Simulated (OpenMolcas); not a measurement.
What dynamic correlation does to the levels of S+

| Property | Result |
| --- | --- |
| Program | OpenMolcas |
| Basis | ANO-R1 [4s3p1d] |
| Scalar Hamiltonian | X2C, finite nucleus |
| Active space | 5 electrons in 4 orbitals (3s 3p) |
| State averaging | 2S+1 = 4 odd, 1 root; 2S+1 = 2 odd, 8 roots; 2S+1 = 4 even, 3 roots; 2S+1 = 2 even, 9 roots |
| Spin-orbit coupling | RASSI with atomic mean-field integrals over the reference wave functions, term energies averaged over their components |

Methods on the same reference wave functions:
A. CASSCF
B. SS-CASPT2, IPEA 0.25 Eh, imaginary shift 0.1 Eh (closed shells correlated: 2s 2p)

Energies in cm-1 above 3s2 3p3 4S* 3/2, the measured ground level; measured values from NIST Handbook of Basic Atomic Spectroscopic Data.

```csv
Level,A,B,Measured
3s2 3p3 4S* 3/2,0.0,0.0,0.0
3s2 3p3 2D* 3/2,19092,17270,14853
3s2 3p3 2D* 5/2,19125,17300,14885
3s2 3p3 2P* 1/2,26114,26360,24525
3s2 3p3 2P* 3/2,26137,26370,24572
3s 3p4 4P 5/2,86569,82640,79395
3s 3p4 4P 3/2,86946,83010,79757
3s 3p4 4P 1/2,87167,83230,79963
3s 3p4 2D 3/2,124322,111590,97891
3s 3p4 2D 5/2,124327,111600,97919
3s 3p4 2S 1/2,143255,135570,119784
3s 3p4 2P 3/2,160599,147950,
3s 3p4 2P 1/2,161037,148390,
```

Deviations, from unrounded energies. A percentage is the sum of absolute deviations over the sum of measured energies, with the sign that they share, or ± where signs differ.

```csv
Against measurement,Levels,A,B
mean absolute deviation (cm-1),10,11000,6100
other terms of the ground configuration (%),4,+14.8,+10.7
other configurations (%),6,+17.6,+9.5
```

B lies closest to measurement on these levels. The largest miss of B in the table is 3s 3p4 2S 1/2, by +16000 cm-1. The ranking rests on the paired levels alone, and a cruder setting can come out closer through cancelling errors.

From A to B the spin-free energies of the other terms of 3s2 3p3 shown, above 4S*, scale by factors of 0.90 to 1.01.

The lowest spin-free term lies below A's lowest term by 0.076 hartree in B.

Term energies are means over components that CASPT2 splits; among the terms shown or strongly mixed into the levels shown the widest spread is 890 cm-1 (3s 3p4 2D, B). Over all roots computed the reference weight is 0.89 to 0.97 in B; the roots of lowest weight are the least certain, and an intruder state may touch them. Terms of s pⁿ other than that of highest spin mix with s² pⁿ⁻² d, which this space lacks; all of them can be thousands of cm-1 off, and some have no real level of that name. Without dynamic correlation excited terms often stand tens of per cent too high (terms of higher spin than the ground term too low), and those without a measured partner can miss by more than the paired ones (holds for A). Some terms miss by over 15 % even with CASPT2, which points to a basis or an active space too small for the shells correlated (holds for B). Measured partners are found by configuration, term and J. A level has none where our copy of the source lacks it or the pairing is in doubt (some pairs that miss far off the trend of their configuration count as doubtful), and it then counts in no deviation. Only configurations of the active space appear.

* marks odd parity.
